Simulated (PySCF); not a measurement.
Work out the structure from these simulated measurements.

Formula: C5H14OS2Si2.

- Rotational structure: rotational constants A, B, C: 1.193, 0.490, 0.442 GHz [PBE0-D3(BJ)/def2-SVP]
- 1H NMR: chemical shifts (computed TMS as zero) by class: 5.94 (1 H), 2.84 (2 H), 2.69 (2 H), 0.22 (9 H) ppm [GIAO PBE0/pcSseg-1]
- 13C NMR: chemical shifts (computed TMS as zero) by class: 40.8 (2 C), 2.0 (3 C) ppm [GIAO PBE0/pcSseg-1]
- Dipole: 1.93 D [PBE0/pcSseg-1]
- NMR, other nuclei: isotropic shieldings of nuclei other than C and H, by class: 233 (1 O), 328 (1 Si), 336 (1 Si), 571 (2 S) ppm [GIAO PBE0/pcSseg-1]

Gas-phase values; electronic properties from PySCF, density fitting. Levels stand in brackets. One conformer (not necessarily the lowest) at the PBE0-D3(BJ)/def2-SVP geometry, without solvent, vibrations or thermal averaging. NMR classes are plain means over equivalent atoms (diastereotopic ones count apart unless rotation or inversion swaps them), as if these changed places fast.

**Question.** Give a SMILES that accounts for the data.

**Answer.** Numbering: `[CH3:1][Si:2]([CH3:3])([CH3:4])[O:5][SiH:6]1[S:7][CH2:8][CH2:9][S:10]1`. Its formula, C5H14OS2Si2, gives 1 degree of unsaturation: 1 ring and 0 π bonds in the structure found. 5 carbons fall into 2 classes; from least to most shielded: ring sp3 carbon bound to sulfur [C8/C9] (40.8 ppm, 2 C, up to 3.2 ppm apart in this geometry), Si-methyl carbon [C1/C3/C4] (2.0 ppm, 3 C). Hydrogen classes from least to most shielded: 1 H on an oxygen-bound silicon, Si6 (5.94 ppm), 2 H on 2 like atoms (sp3 carbon bound to sulfur), C8/C9 (2.84 ppm), 2 H on 2 like atoms (sp3 carbon bound to sulfur), C8/C9 (2.69 ppm), 9 H on 3 Si-methyl carbons, C1/C3/C4 (0.22 ppm, a mean of values up to 0.8 ppm apart in this geometry). The other shieldings belong to: 233 ppm, siloxane oxygen [O5]; 328 ppm, oxygen-bound silicon [Si2]; 336 ppm, oxygen-bound silicon [Si6]; 571 ppm, sulfur bonded to C and Si [S7/S10]. The optimised geometry has point group C1 and is an asymmetric top. Structure: `C1S[SiH](SC1)O[Si](C)(C)C`. The assignments are read from this structure; whether some other isomer fits the data as well wasn't checked.
